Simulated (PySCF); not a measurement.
A structure optimised at PBE0-D3(BJ)/def2-SVP, used in a PySCF frequency run:

```xyz
7

F      0.4312    -1.0136     1.0792
C     -0.0057    -0.3633     0.0000
F     -1.3237    -0.3609     0.0000
F      0.4312    -1.0136    -1.0792
C      0.5718     1.0578     0.0000
O     -0.1168     2.0308     0.0000
H      1.6891     1.0795     0.0000
```

Task: Write its SMILES, formula and point group.

Result: O=CC(F)(F)F, C2HF3O, Cs

Task: What are its rotational constants (standard atomic weights)?

Result: 5.5225, 3.0100, 2.9571 GHz
